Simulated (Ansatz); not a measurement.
Bond stretch in GaAl, lowest triplet found (which spin is the ground state isn't settled by this scan).

ROHF/aug-cc-pVDZ (Ansatz, a first-principles code); ROMP2 = MP2 on ROHF/aug-cc-pVDZ, cores with 3d frozen in Ansatz; ROCCSD = CCSD on ROHF/aug-cc-pVDZ, cores with 3d frozen in Ansatz; ROCCSD(T) = CCSD(T) on ROHF/aug-cc-pVDZ, cores with 3d frozen run with Ansatz; UHF/aug-cc-pVDZ (Ansatz); UMP2 = MP2 on UHF/aug-cc-pVDZ, cores with 3d frozen in Ansatz; UCCSD = Ansatz with CCSD on UHF/aug-cc-pVDZ, cores with 3d frozen; UCCSD(T) = Ansatz with CCSD(T) on UHF/aug-cc-pVDZ, cores with 3d frozen; ROCCSDT = Ansatz with CCSDT on ROHF/aug-cc-pVDZ, cores with 3d frozen; UCCSDT = CCSDT on UHF/aug-cc-pVDZ, cores with 3d frozen in Ansatz; UCCSDT(Q) = Ansatz with CCSDT(Q) on UHF/aug-cc-pVDZ, cores with 3d frozen; UKS-BLYP = unrestricted BLYP/aug-cc-pVDZ in Ansatz; UKS-CAM-B3LYP = unrestricted CAM-B3LYP/aug-cc-pVDZ (Ansatz); UKS-PBE = Ansatz with unrestricted PBE/aug-cc-pVDZ; FCI = full CI/aug-cc-pVDZ, cores with 3d frozen run with Ansatz.

All curves are set to zero at 2.76 Å and compared with full CI in the same basis at 2.76, 2.87, 3.04, 3.27, 3.52, 3.92, 4.31, 4.76, 5.36, 6.13, 7.08, 8.18 Å.

Question: Which method stays most parallel to full CI over these points, and which least?

Answer: UCCSDT(Q) has the smallest spread and UHF the largest. In order (eV): UCCSDT(Q) 0.0212, ROCCSDT 0.0319, UCCSDT 0.0382, ROCCSD(T) 0.1152, UCCSD(T) 0.1279, ROCCSD 0.1732, UKS-CAM-B3LYP 0.1744, UCCSD 0.1821, ROMP2 0.1936, UMP2 0.2281, UKS-BLYP 0.2501, UKS-PBE 0.3672, ROHF 0.4403, UHF 0.5021.

Errors against full CI at some of the points (eV):

```json
[
 {"method": "UCCSDT(Q)", "3.52 Å": "0.003", "4.31 Å": "0.012", "5.36 Å": "0.020", "7.08 Å": "0.003", "8.18 Å": "0.000"},
 {"method": "ROCCSDT", "3.52 Å": "0.005", "4.31 Å": "0.022", "5.36 Å": "0.016", "7.08 Å": "-0.004", "8.18 Å": "-0.007"},
 {"method": "UCCSDT", "3.52 Å": "0.009", "4.31 Å": "0.031", "5.36 Å": "0.019", "7.08 Å": "-0.003", "8.18 Å": "-0.006"},
 {"method": "ROCCSD(T)", "3.52 Å": "0.040", "4.31 Å": "0.083", "5.36 Å": "0.007", "7.08 Å": "-0.024", "8.18 Å": "-0.027"},
 {"method": "UCCSD(T)", "3.52 Å": "0.053", "4.31 Å": "0.088", "5.36 Å": "0.006", "7.08 Å": "-0.025", "8.18 Å": "-0.028"},
 {"method": "ROCCSD", "3.52 Å": "0.048", "4.31 Å": "0.031", "5.36 Å": "-0.069", "7.08 Å": "-0.103", "8.18 Å": "-0.106"},
 {"method": "UKS-CAM-B3LYP", "3.52 Å": "0.121", "4.31 Å": "0.142", "5.36 Å": "0.047", "7.08 Å": "0.006", "8.18 Å": "0.001"},
 {"method": "UCCSD", "3.52 Å": "0.061", "4.31 Å": "0.034", "5.36 Å": "-0.069", "7.08 Å": "-0.103", "8.18 Å": "-0.107"},
 {"method": "ROMP2", "3.52 Å": "0.171", "4.31 Å": "0.125", "5.36 Å": "0.022", "7.08 Å": "-0.009", "8.18 Å": "-0.012"},
 {"method": "UMP2", "3.52 Å": "0.188", "4.31 Å": "0.108", "5.36 Å": "-0.004", "7.08 Å": "-0.037", "8.18 Å": "-0.040"},
 {"method": "UKS-BLYP", "3.52 Å": "-0.104", "4.31 Å": "-0.106", "5.36 Å": "0.018", "7.08 Å": "0.127", "8.18 Å": "0.128"},
 {"method": "UKS-PBE", "3.52 Å": "-0.004", "4.31 Å": "0.068", "5.36 Å": "0.248", "7.08 Å": "0.359", "8.18 Å": "0.363"},
 {"method": "ROHF", "3.52 Å": "-0.002", "4.31 Å": "-0.222", "5.36 Å": "-0.381", "7.08 Å": "-0.429", "8.18 Å": "-0.434"},
 {"method": "UHF", "3.52 Å": "-0.009", "4.31 Å": "-0.253", "5.36 Å": "-0.421", "7.08 Å": "-0.472", "8.18 Å": "-0.477"}
]
```

The scan ran from 1.74 to 8.18 Å; beyond the distances shown full CI changes its symmetry label. The T1 diagnostic of CCSD on the restricted reference of ROMP2, ROCCSD, ROCCSD(T), ROCCSDT exceeds 0.045 at 3.52 to 3.92 Å.
